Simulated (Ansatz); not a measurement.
Two members of one family (Same ligands, another metal), computed with Ansatz in the gas phase; def2 core potentials for La, no spin–orbit coupling. The two geometries come from different levels. HOMO and LUMO are taken over both spins. The spins of the ions were chosen, not always searched. A dash marks a value that wasn't run or was left out as unsound. The structures are stationary points that may keep the symmetry of their start. Remarks come from the PBE and PBE0 runs and from stability tests at other levels; not every state was tested. A HOMO above zero means that the electron is unbound at that level and held by the basis, or that self-interaction error raises the level; the energy of removing that electron tells which. HOMO above LUMO (over both spins in singlets and doublets, within one spin in higher multiplets; at PBE or PBE0), or a gap under 0.15 eV within one spin, warns that the state may not be the lowest or that an electron is smeared out.

First: TiCl3 (doublet, charge 0, r2SCAN-D4/def2-SVP geometry; oxidised ion singlet, reduced ion triplet).

```csv
atom,x (Å),y (Å),z (Å)
Ti1,-0.0034,-0.0027,0.0070
Cl2,0.2964,1.9234,0.9990
Cl3,-1.8422,-0.3809,-1.1167
Cl4,1.5492,-1.5397,0.1107
```

| level | HOMO (eV) | LUMO (eV) | gap (eV) | vertical IE (eV) | vertical EA (eV) |
| --- | --- | --- | --- | --- | --- |
| r2SCAN-D4/def2-TZVP | -6.13 | -4.26 | 1.87 | 8.92 | – |
| r2SCAN-D4/def2-TZVPD | -6.14 | -4.28 | 1.87 | – | 1.51 |
| PBE0-D4/def2-TZVP | -7.70 | -3.26 | 4.44 | 9.29 | – |
| PBE0-D4/def2-TZVPD | -7.71 | -3.28 | 4.43 | – | 1.71 |
| ωB97M-V/def2-TZVP | -10.31 | -1.32 | 8.98 | – | – |

Metal–donor distances: 3 × Cl 2.19 Å. Remarks: HOMO above zero (-1 triplet).

Second: LaCl3 (singlet, charge 0, PBE-D4/def2-SVP geometry).

```xyz
4

La    0.229   -0.037   -0.366
Cl   -2.220   -0.390   -1.185
Cl    0.799    2.379    0.432
Cl    1.192   -1.952    1.119
```

Problem. Estimate the same table for the second.

Solution. 
```json
{"level": "r2SCAN-D4/def2-TZVP", "HOMO (eV)": "-7.86", "LUMO (eV)": "-3.08", "gap (eV)": "4.79", "vertical IE (eV)": "10.38", "vertical EA (eV)": "–"}
{"level": "r2SCAN-D4/def2-TZVPD", "HOMO (eV)": "-7.88", "LUMO (eV)": "-3.06", "gap (eV)": "4.82", "vertical IE (eV)": "–", "vertical EA (eV)": "1.49"}
{"level": "PBE0-D4/def2-TZVP", "HOMO (eV)": "-8.88", "LUMO (eV)": "-2.80", "gap (eV)": "6.08", "vertical IE (eV)": "10.70", "vertical EA (eV)": "–"}
{"level": "PBE0-D4/def2-TZVPD", "HOMO (eV)": "-8.90", "LUMO (eV)": "-2.79", "gap (eV)": "6.11", "vertical IE (eV)": "–", "vertical EA (eV)": "1.49"}
{"level": "ωB97M-V/def2-TZVP", "HOMO (eV)": "-11.11", "LUMO (eV)": "-1.55", "gap (eV)": "9.56", "vertical IE (eV)": "–", "vertical EA (eV)": "–"}
```

Metal–donor distances: 3 × Cl 2.61 Å. Remarks: gap within one spin near zero at PBE or PBE0 (+1 doublet), HOMO above zero (-1 doublet).
